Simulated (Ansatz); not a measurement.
Al11N11H28, a nanocrystal cut from wurtzite AlN (hydrogen-capped), 50 atoms. Hardware: 2 threads of AMD EPYC 7R13 on a shared host and a share (18 GiB) of an NVIDIA H100 80GB HBM3.

Correlated methods freeze 66 core orbitals. Single mean-field runs in def2-SVP, def2-TZVP are fitted with def2-universal-jkfit.

Q: How many basis functions does each of these Ansatz runs have, and roughly what does it cost? PBE-D4/def2-SVP, charge 0 singlet, energy, from earlier orbitals; PBE-D4/def2-SVP, charge 1 doublet, relaxation, 5 steps; PBE0-D4/def2-TZVP, charge 1 doublet, energy, from earlier orbitals; B97M-V/def2-TZVP, charge 0 singlet, energy, from earlier orbitals; PBE-D4/def2-TZVP, charge -1 doublet at the geometry of the charge 0 singlet, energy, from earlier orbitals; B3LYP-D4/def2-TZVP, charge -1 doublet at the geometry of the charge 0 singlet, energy, from earlier orbitals; RPA@PBE/def2-SVP, charge 0 singlet, energy, from earlier orbitals; B3LYP-D4/def2-TZVP, charge 0 singlet, energy and forces, from earlier orbitals; PBE-D4/def2-TZVP, charge 0 triplet at the geometry of the charge 0 singlet, energy, from earlier orbitals; PBE0-D4/def2-TZVP, charge 0 singlet, energy, from earlier orbitals; BLYP-D4/def2-TZVP, charge 0 singlet, energy, from earlier orbitals; B3LYP-D4/def2-TZVP, charge 1 doublet at the geometry of the charge 0 singlet, energy, from earlier orbitals.

A: Other jobs shared the machine, so times can vary by a factor of up to 3. A dash marks memory too small to be measured apart from the calling script's.

```tsv
run	functions	fitting or Cholesky vectors	wall time	peak host memory (GiB)
PBE-D4/def2-SVP, charge 0 singlet, energy, from earlier orbitals	492	2759	18 s	–
BLYP-D4/def2-TZVP, charge 0 singlet, energy, from earlier orbitals	916	2759	19 s	–
RPA@PBE/def2-SVP, charge 0 singlet, energy, from earlier orbitals	492	4747	21 s	3.4
PBE0-D4/def2-TZVP, charge 0 singlet, energy, from earlier orbitals	916	2759	22 s	–
PBE-D4/def2-TZVP, charge -1 doublet at the geometry of the charge 0 singlet, energy, from earlier orbitals	916	2759	22 s	1.6
PBE0-D4/def2-TZVP, charge 1 doublet, energy, from earlier orbitals	916	2759	23 s	–
B3LYP-D4/def2-TZVP, charge -1 doublet at the geometry of the charge 0 singlet, energy, from earlier orbitals	916	2759	23 s	1.6
B3LYP-D4/def2-TZVP, charge 0 singlet, energy and forces, from earlier orbitals	916	2759	24 s	1.8
B97M-V/def2-TZVP, charge 0 singlet, energy, from earlier orbitals	916	2759	25 s	1.5
PBE-D4/def2-TZVP, charge 0 triplet at the geometry of the charge 0 singlet, energy, from earlier orbitals	916	2759	31 s	1.6
B3LYP-D4/def2-TZVP, charge 1 doublet at the geometry of the charge 0 singlet, energy, from earlier orbitals	916	2759	34 s	1.6
PBE-D4/def2-SVP, charge 1 doublet, relaxation, 5 steps	492	2759	53 s	–
```
